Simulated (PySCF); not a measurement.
This PySCF input asks for the NMR shieldings of SMILES C[SiH2][P-]c1ccncc1, [C6H9NPSi]-; the geometry comes from GFN2-xTB.

```python
import basis_set_exchange as bse
import numpy as np
from pyscf import gto, dft
from pyscf.prop import nmr

atoms = """
C     3.793793   -0.261073   -0.276252
Si    2.004420    0.359731   -0.424834
P     0.658925   -1.305341   -0.064194
C    -0.928391   -0.547626   -0.185880
C    -2.073792   -1.349807    0.013854
C    -3.325642   -0.797408   -0.051559
N    -3.573108    0.489966   -0.307751
C    -2.496641    1.249991   -0.507900
C    -1.196957    0.808212   -0.460653
H     4.495280    0.533223   -0.510630
H     3.977447   -1.085505   -0.956436
H     4.002961   -0.609371    0.729361
H     1.956674    1.018876   -1.755188
H     1.949633    1.521133    0.498654
H    -1.946639   -2.403857    0.222892
H    -4.211788   -1.406968    0.110137
H    -2.712291    2.295304   -0.718844
H    -0.382643    1.496838   -0.631191
"""
names = dict.fromkeys(["C", "Si", "P", "N", "H"], "pcSseg-1")
basis = {el: gto.basis.parse(bse.get_basis(n, elements=[el], fmt="nwchem")) for el, n in names.items()}
mol = gto.M(atom=atoms, basis=basis, charge=-1, verbose=0)
mf = dft.RKS(mol, xc="PBE0")
mf.grids.level = 2
mf.grids.alignment = dft.numint.BLKSIZE   # the property module wants whole blocks of grid points
mf.conv_tol = 1e-9
mf.kernel()

calc = nmr.RKS(mf)   # GIAO
C = mf.mo_coeff
Co = C[:, mf.mo_occ > 0]
resp = mf.gen_response(singlet=True, hermi=2)
def vind(x):   # induced exchange potential for any number of trial vectors
    d = np.einsum("pi,xij,qj->xpq", C, 2 * x.reshape(-1, C.shape[1], Co.shape[1]), Co, optimize=True)
    return np.einsum("xpq,pi,qj->xij", resp(d - d.transpose(0, 2, 1)), C, Co, optimize=True).ravel()
mo1, _ = nmr.rhf.solve_mo1(calc, with_cphf=vind)
sigma = calc.kernel(mo1)
for i, s in enumerate(sigma):   # ppm
    print("%2d %-2s %9.2f" % (i, mol.atom_pure_symbol(i), np.trace(s) / 3))
```

Q: What does it print?

A: 
```
 0 C     194.41
 1 Si    408.72
 2 P     483.73
 3 C       4.78
 4 C      56.41
 5 C      38.05
 6 N     -32.26
 7 C      37.21
 8 C      58.35
 9 H      31.98
10 H      31.84
11 H      31.83
12 H      27.07
13 H      27.09
14 H      24.62
15 H      24.23
16 H      24.29
17 H      24.97
```

These numbers come from an equivalent density-fitted implementation of the same equations, which agrees with the script to about 0.01 ppm for H and up to a few tenths of a ppm for heavy atoms, so last digits may differ.

Q: Turn these shieldings into chemical shifts. Referencing at the same level of theory: TMS for $^{13}$C (186.93 ppm) and $^{29}$Si (349.16 ppm) and $^{1}$H (31.72 ppm); $^{31}$P (318.38 ppm) vs H3PO4; $^{15}$N (267.73 ppm) against NH3.

A: Averaging equivalent atoms: C 3: 182.1; C 5/7: 149.3; C 4/8: 129.5; C 0: -7.5; Si 1: -59.6; P 2: -165.4; N 6: 300.0; H 15/16: 7.46; H 14/17: 6.92; H 12/13: 4.64; H 9/10/11: -0.17 ppm. Experimental scales use liquid or dissolved standards, which lie at an offset from isolated NH3 (liquid NH3: subtract about 20 ppm) and H3PO4. Unscaled 15N shifts of sp2 nitrogen come out 20 to 40 ppm too high even then.

Size and cost of the density-fitted run: 212 basis functions, 43 s wall time on 1 thread of an Arm Neoverse V2, shared host; peak memory 0.96 GiB.
